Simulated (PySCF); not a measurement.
Si(H)2(OH)(SMe) (CH6OSSi), SMILES [SiH2](SC)O. Atoms are numbered in the order given.

```xyz
10

Si     0.7923    -0.3996    -0.5447
O      2.1913    -0.3193     0.3487
S     -0.7128     0.7846     0.4057
C     -2.1947    -0.1881    -0.0209
H      0.2243    -1.7782    -0.6439
H      1.1655     0.0852    -1.8964
H      2.0985    -0.4653     1.2964
H     -2.3996    -0.1592    -1.1004
H     -2.0970    -1.2323     0.3086
H     -3.0401     0.2737     0.5071
```

Geometry optimised at ωB97X-D3(BJ)/def2-SVP. The structure was generated by enumeration, and PubChem lists no compound with its InChIKey, so it may never have been made. One conformer was computed; it need not be the lowest.

Method: PBE/def2-TZVP in PySCF.

ESP charges are fitted to the potential on shells at 1.4 to 2.0 van der Waals radii. Atomic charges (e):

| atom | IAO | Löwdin | ESP fit |
|---|---|---|---|
| Si1 | 0.89 | -0.12 | 0.42 |
| O2 | -0.77 | -0.12 | -0.55 |
| S3 | -0.19 | 0.34 | -0.20 |
| C4 | -0.51 | -0.53 | -0.48 |
| H5 | -0.16 | -0.05 | -0.08 |
| H6 | -0.13 | -0.04 | -0.04 |
| H7 | 0.37 | 0.17 | 0.39 |
| H8 | 0.16 | 0.11 | 0.17 |
| H9 | 0.16 | 0.11 | 0.16 |
| H10 | 0.17 | 0.12 | 0.21 |

Computed Mayer and Wiberg (Löwdin basis) orders of the bonds:
```
bond    Mayer  Wiberg
------  -----  ------
Si1–O2   1.22    1.73
Si1–S3   1.17    1.56
S3–C4    1.04    1.47
Si1–H5   0.89    0.93
Si1–H6   0.92    0.94
O2–H7    0.88    1.02
C4–H8    0.96    0.94
C4–H9    0.95    0.94
C4–H10   0.95    0.93
```
